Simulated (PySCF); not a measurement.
Compound: C2H2BN (triplet state).
Bonds: B1–C2, C2–C3, C3–N4 (triple). Hydrogens: H5, H6 on B1.

A GFN2-xTB structure was refined with PBE0-D3(BJ)/def2-SVP geometry optimisation, gas phase in PySCF. Its GFN2-xTB values:

```tsv
coordinate	GFN2-xTB
B1–C2	1.467 Å
B1–H5	1.173 Å
B1–H6	1.172 Å
C2–C3	1.297 Å
C3≡N4	1.187 Å
B1–C2–C3	180.0°
C2–B1–H5	120.2°
C2–C3–N4	179.9°
H5–B1–H6	119.5°
```

**Question.** How do these coordinates change at the PBE0-D3(BJ)/def2-SVP level?

**Answer.** 
| coordinate | PBE0-D3(BJ)/def2-SVP (Å or °) | change |
| --- | --- | --- |
| B1–H6 | 1.208 | +0.036 |
| B1–H5 | 1.208 | +0.035 |
| B1–C2 | 1.501 | +0.034 |
| C2–C3 | 1.317 | +0.020 |
| C3≡N4 | 1.199 | +0.012 |
| H5–B1–H6 | 120.1 | +0.6 |
| C2–B1–H5 | 120.0 | -0.2 |
| C2–C3–N4 | 180.0 | +0.1 |
| B1–C2–C3 | 180.0 | 0.0 |

The energy falls by 0.073 eV over 5 energy and gradient evaluations, the largest force component goes from 0.0267 to 1.4e-04 Eh/bohr, and the atoms move by 0.037 Å rms after alignment. Among the bonds, B1–H5 and B1–H6 change most and about equally (+0.035 to +0.036 Å). Bonds longer at the end by more than 0.005 Å: 5 of 5; shorter: 0. Rotational constants go from 244522, 4173, 4103 to 228754, 4037, 3967 MHz.

The run used 66 basis functions and 36 SCF cycles in all. The run took 9.3 s wall on one thread, Arm Neoverse V1, shared host.

Whether it is a minimum is left open (no frequencies). ⟨S²⟩ = 2.059 (exact for a triplet: 2.00). This triplet need not be the ground state; the singlet was not compared here.
